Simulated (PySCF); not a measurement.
Variants of one PySCF input: H2O3Te

Base input, run as `OMP_NUM_THREADS=1 python input.py` with PySCF 2.14:

```python
from pyscf import gto, dft

mol = gto.M(
    atom='Te 0.0817 -0.0295 -0.2367; O 1.4226 -0.0797 0.9616; O -0.8298 1.6461 0.2677; O -1.1705 -1.3511 0.5235; H -0.496 1.8657 1.1454; H -0.8775 -1.4897 1.4317',
    basis='x2c-svpall',
    charge=0,
    spin=0,
    verbose=4,
)
mf = dft.RKS(mol, xc='m06l')
mf = mf.sfx2c1e()
mf.kernel()
mf.analyze()
print('orbital energies (hartree):', mf.mo_energy[..., max(0, mol.nelec[1]-3):mol.nelec[0]+3].round(4))
```

Base result: E(SCF) = -7019.785875 Eh, 12 cycles, μ(SCF) = 0.93 D. 

It ran on Arm Neoverse N1 (1 thread, shared host) in 25 s, peak memory 0.45 GiB.

Each row names what differs from the base; energies in brackets are changes from the base.

| change | result | wall time (s) |
| --- | --- | --- |
| geometry: coordinates × 0.98 → coordinates × 0.911 | E(SCF) = -7019.727594 Eh (+1.5859 eV), 12 cycles, μ(SCF) = 0.79 D | 25 |
| geometry: coordinates × 0.98 → coordinates × 1.009 | E(SCF) = -7019.784260 Eh (+0.0439 eV), 13 cycles, μ(SCF) = 1.01 D | 26 |
| functional: m06l → b3lyp5 | E(SCF) = -7019.704018 Eh, 12 cycles, μ(SCF) = 0.90 D | 17 |
| smearing width (hartree): none → 0.01 | E(SCF) = -7019.785819 Eh (+0.0015 eV), 12 cycles, μ(SCF) = 0.93 D | 25 |
| electric field along z (a.u.): none → 0.05 | E(SCF) = -7019.813288 Eh (-0.7460 eV), 12 cycles, μ(SCF) = 3.70 D | 25 |
| damping: none → 0.8 | E(SCF) = -7019.785875 Eh (+0.0000 eV), 14 cycles, μ(SCF) = 0.93 D | 28 |

**Question.** Order these changes by how far they move the SCF energy from the base, largest first: (1) electric field along z (a.u.): none → 0.05; (2) geometry: coordinates × 0.98 → coordinates × 0.911; (3) geometry: coordinates × 0.98 → coordinates × 1.009.

**Answer.** (2) +1.5859 eV, (1) -0.7460 eV, (3) +0.0439 eV.
